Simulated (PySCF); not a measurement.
NMR data simulated for an unnamed compound:

1H NMR (300 MHz, computed): δ 8.14 (m, 1H), 7.95 (m, 1H), 7.83 (m, 1H), 7.67 (m, 1H), 7.64 (m, 1H), 7.57 (m, 1H), 7.51 (m, 1H), 2.88 (t, J = 8.2 Hz, 2H), 1.56 (sext, J = 8.2 Hz, 2H), 1.18 (t, J = 8.3 Hz, 3H).

13C{1H} NMR (computed): δ 145.1 (C), 137.3 (C), 135.2 (C), 134.7 (CH), 132.5 (CH), 131.8 (CH), 131.1 (CH), 130.9 (CH), 130.8 (CH), 129.3 (CH), 39.5 (CH2), 29.1 (CH2), 16.9 (CH3).

Relativity neglected, one conformer, equivalent nuclei averaged, gas phase. GIAO PBE0/pcSseg-1 shieldings; geometry: PBE0-D3(BJ)/def2-SVP; J couplings at B3LYP/pcJ-1 (without the spin–dipole term); PySCF 2.14.

Chemical shifts δ = σref − σ; TMS for 1H (σ = 31.27 ppm) and 13C (σ = 184.41 ppm), all at this level.

**Question.** Which of these does the molecule contain: a carboxylic acid, an amide, a nitrile, a benzene ring, a CH3CH2 unit?

**Answer.** 
- A carboxylic acid: no.
- An amide: no.
- A nitrile: no.
- A benzene ring: yes.
- A CH3CH2 unit: yes (δC 16.9, 29.1; δH 1.18 (t), 1.56 (sext)).

The data belong to 1-propylnaphthalene (SMILES CCCc1cccc2ccccc12); they needn't prove each group on their own.

Carbon signals by region: 10 in the sp2 and nitrile region (100–160 ppm), 3 below 50 ppm.

Splittings below 1 Hz are ignored in the labels, and close J values are merged. Unscaled 3J(H,H) at this level run about 10 % above measured values. Shifts are as computed. Against solution values, carbons near 30 ppm lie about +2 ppm off and those near 130 ppm about +5 ppm. Of 1313 compounds with measured shifts, 239 miss one by over three times the rms of a fit or turn the order of signals round; such compounds aren't used in these exercises. Chain 3J(H,H) values assume equally populated staggered rotamers: (2 J gauche + J anti)/3.
